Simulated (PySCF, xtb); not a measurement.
SiH2FBr, SMILES [SiH2](F)Br.

GFN2-xTB (xtb) at its own geometry gives an orbital gap of 5.90 eV and a dipole moment of 4.84 D.

Geometry optimised at PBE0-D3(BJ)/def2-TZVP.

Problem. What does PySCF with CAM-B3LYP/def2-TZVPD give? (Estimate from the structure and the level; the computed values follow.)

Solution. gap 10.60 eV (levels -10.09 and 0.51 eV), dipole 1.38 D.
